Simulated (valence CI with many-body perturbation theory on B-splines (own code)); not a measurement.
The numbers below are computed, except where a source is named.
**V¹⁶⁺: what the settings do**

Method: configuration interaction combined with many-body perturbation theory (CI+MBPT): five valence electrons over a frozen Dirac-Fock core [He], a basis of 6 s, 6 p, 5 d, 3 f, 1 g functions for each j, with the one-electron correlation potential Σ1 (screened to all orders), the two-electron term Σ2, the three-electron term Σ3, Breit, model QED; selected single and double excitations, second order for the rest, scaled by the run's own slope (own B-spline code, finite nucleus).

No measured spectrum was set against this ion. As an estimate, levels of excited configurations hold to 0.05 to 0.15 % of their energy, terms of the ground configuration to about 0.5 %. Among the levels kept, up to 2400 cm⁻¹ of a level comes from second order outside the variational space, and about a tenth of that is noise between levels of different J, which matters for small intervals.

The reference run has the lowest level 2s2 2p3 4S°_3/2 and an ionisation energy of 1164.53 eV. Its largest variational space holds 12401 state functions.

| Level | Reference (cm⁻¹) | Shift (cm⁻¹) |
| --- | --- | --- |
| 2s2 2p3 2D°_3/2 | 121507 | +30 |
| 2s2 2p3 2D°_5/2 | 140823 | -53 |
| 2s2 2p3 2P°_1/2 | 212143 | +7.1 |
| 2s2 2p3 2P°_3/2 | 241187 | -118 |
| 2s 2p4 4P_5/2 | 627785 | +2110 |
| 2s 2p4 4P_3/2 | 666406 | +2014 |
| 2s 2p4 4P_1/2 | 681829 | +1989 |
| 2s 2p4 2D_3/2 | 867807 | +2078 |
| 2s 2p4 2D_5/2 | 873775 | +2044 |
| 2s 2p4 2S_1/2 | 1001100 | +2096 |
| 2s 2p4 2P_3/2 | 1039960 | +2120 |
| 2s 2p4 2P_1/2 | 1094510 | +1968 |

The ionisation energy moves by -0.0027 eV.

Which of these changes was made?
A. highest l in the core sums 6 → 1
B. QED terms on → off
C. selection threshold (hartree) 2e-08 → 2e-07
D. size limit of the variational space 10000 → 1500

B. QED terms on → off.
